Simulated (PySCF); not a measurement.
## Dipole response of Ti⁺ (titanium, charge +1)

[Ar] 3d2 4s1, high-spin 4F determinant. All numbers are calculated (PySCF 2.14, the spin-free X2C one-electron Hamiltonian (Gaussian nucleus), in aug-cc-pwCVTZ-DK). Coupled (time-dependent) response in atomic units; α is the mean over directions.

```tsv
method	mean α (bohr³)	C₆ (like pair)	S(−4)
PBEsol	46.42	293.3	1775
```

S(−4) is the Cauchy moment in α(ω) = α(0) + S(−4) ω² + …

α(iu) at PBEsol:

```json
{"u (hartree)": "0", "α(iu) (bohr³)": "46.42"}
{"u (hartree)": "0.0500", "α(iu) (bohr³)": "42.41"}
{"u (hartree)": "0.100", "α(iu) (bohr³)": "33.97"}
{"u (hartree)": "0.200", "α(iu) (bohr³)": "19.96"}
{"u (hartree)": "0.300", "α(iu) (bohr³)": "12.77"}
{"u (hartree)": "0.500", "α(iu) (bohr³)": "6.967"}
{"u (hartree)": "0.750", "α(iu) (bohr³)": "4.364"}
{"u (hartree)": "1.00", "α(iu) (bohr³)": "3.149"}
{"u (hartree)": "1.50", "α(iu) (bohr³)": "1.949"}
{"u (hartree)": "2.00", "α(iu) (bohr³)": "1.343"}
{"u (hartree)": "3.00", "α(iu) (bohr³)": "0.7517"}
{"u (hartree)": "5.00", "α(iu) (bohr³)": "0.3360"}
```

A single London oscillator, α(iu) = α/(1 + u²/ω²), gives C₆ = (3/4) ω α². Matching the computed C₆ needs ω = 4 × 293.3 / (3 × 46.42²) = 0.181 hartree.

For an ion, C₆ is the dispersion term alone; charge-induced terms of lower order in 1/R come first.
